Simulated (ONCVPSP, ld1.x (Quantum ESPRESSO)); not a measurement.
## Potentials for B compared

Generated with ld1.x 7.5 (TM, RRKJ, ultrasoft, PAW), atompaw 4.2 or ONCVPSP 4.0.1. The cutoff is in Ry: for ld1.x and atompaw files where the sum of valence levels is converged to 10 mRy in a Bessel basis, for ONCV files where the hardest occupied wave has 1 mHa per electron of residual kinetic energy. The error is the largest all-electron minus pseudo excitation energy over each file’s own four to seven test configurations (ionisations up to +4, promotions, holes and added fractions of an electron), all of which were solved. The labels leave out finer settings (local radius, basis sizes, second energies), which also bear on the numbers. Spin-polarised tests are not counted. The rows are a selection from randomly drawn settings: files with unsolved tests, undetermined cutoffs or missed reference levels are left out.

A true bound ghost makes a file unfit for plane-wave use even where its test errors are small: the radial tests pick states by their node count and pass the ghost by.

```tsv
potential	cutoff (Ry)	largest error (meV)	bound ghosts
ONCV, PBE, scalar-relativistic, rc 1.50/4.00/3.75 (spd), local s, core correction yes, reference 2s2 2p1, qcut 4.5/4.4/2.3, projectors 0/2/2	20	+580	none
ONCV, PBEsol, scalar-relativistic, rc 1.35/2.55 (sp), local smoothed, core correction yes, reference 2s2 2p0.5, qcut 6.3/4.3, projectors 2/3	26	+92	none
ONCV, PBE, scalar-relativistic, rc 1.20/1.25/1.20 (spd), local d, core correction yes, reference 2s2, qcut 6.4/6.2/8.1, projectors 3/2/0	26	+29	s
ONCV, PBE, fully relativistic, rc 1.35/1.40/1.10 (spd), local smoothed, core correction yes, reference 2s1.5, qcut 4.7/6.3/7.9, projectors 1/3/2	22	+50	none
ONCV, PBE, non-relativistic, rc 1.30/3.10/2.60 (spd), local smoothed, core correction yes, reference 2s2 2p1, qcut 4.4/5.6/3.2, projectors 2/2/2	22	+220	none
```

Q: Fill in the row for B: ONCV, PBE, scalar-relativistic, rc 1.30/2.90/2.40 (spd), local smoothed, core correction yes, reference 2s2 2p1, qcut 4/5.5/4.5, projectors 2/3/2.

A: cutoff 37 Ry, largest error +226 meV, bound ghosts: none.

Q: Fill in the row for B: ONCV, PBEsol, scalar-relativistic, rc 1.35/3.15/2.70 (spd), local smoothed, core correction yes, reference 2s2 2p1, qcut 5.8/3.7/3.2, projectors 2/1/3.

A: cutoff 25 Ry, largest error +316 meV, bound ghosts: none.

Q: Fill in the row for B: TM, PBEsol, scalar-relativistic, rc 1.50/2.75 (sp), local p, core correction yes, reference 2s1.75 2p1.25.

A: cutoff 18 Ry, largest error +218 meV, bound ghosts: none.
